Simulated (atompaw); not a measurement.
**sulfur PAW (atompaw): all-electron and pseudo phase curves**

sulfur, PAW, made with atompaw 4.2.0.5 (PBE, scalar-relativistic). Core [Ne], reference 3s2 3p2 (charge +2). Waves: 3s (bound): rc 1.25 bohr; 3s channel at -2.25 Ry: rc 1.25 bohr; 3p (bound): rc 1.25 bohr; 3p channel at -1.3 Ry: rc 1.15 bohr. Local part: bessel scheme, radius 1.10 bohr. Core correction: smooth core density matched at 1.20 bohr. Augmentation charge: sinc compensation charge, radius 1.10 bohr; PAW radius 1.25 bohr; waves and projectors: custom polynom gramschmidtortho.

The phase is arctan(r·u′/u) with u = r·R(r), unwrapped; energies in Ry, scanned from -5 to 5 Ry. A pole is an energy at which the radial function vanishes at the test radius. The pseudo phase is shifted by a multiple of π to meet the all-electron one at the reference energy, and phase errors are pseudo minus all-electron; the curves can meet again beyond the range given. Levels narrower than the energy grid can be missing from the lists of poles.

```csv
channel,radius (bohr),reference energy (Ry),"poles, all-electron","poles, pseudo",unbroken range about the reference energy with phases within 0.05 rad,phase error 1 Ry above the reference energy (rad)
s,1.25,-2.90,none,none,the whole range,+0.000
p,1.25,-2.06,none,-0.12,below -0.2,-0.000
```

Note: ghost state, extra bound levels that the all-electron valence spectrum of the same l lacks: s at -221.8 eV. A true bound ghost makes a file unfit for plane-wave use.

Phases in the s channel:

```csv
E (Ry),all-electron,pseudo
-5.00,0.912,0.912
-4.76,0.875,0.875
-4.52,0.834,0.834
-4.28,0.787,0.787
-4.04,0.734,0.734
-3.80,0.674,0.674
-3.56,0.606,0.606
-3.32,0.528,0.528
-3.08,0.440,0.440
-2.84,0.341,0.341
-2.60,0.231,0.231
-2.36,0.112,0.112
-2.12,-0.015,-0.015
-1.88,-0.146,-0.146
-1.64,-0.277,-0.277
-1.40,-0.402,-0.402
-1.16,-0.520,-0.520
-0.92,-0.627,-0.627
-0.68,-0.724,-0.724
-0.44,-0.810,-0.810
-0.20,-0.886,-0.886
0.04,-0.953,-0.952
0.28,-1.011,-1.011
0.52,-1.063,-1.063
0.76,-1.108,-1.108
1.00,-1.149,-1.149
1.24,-1.185,-1.185
1.48,-1.218,-1.217
1.72,-1.247,-1.246
1.96,-1.273,-1.273
2.20,-1.297,-1.297
2.44,-1.319,-1.318
2.68,-1.339,-1.338
2.92,-1.357,-1.357
3.16,-1.374,-1.373
3.40,-1.390,-1.389
3.64,-1.404,-1.404
3.88,-1.418,-1.417
4.12,-1.430,-1.430
4.36,-1.442,-1.442
4.60,-1.454,-1.453
4.84,-1.464,-1.463
```
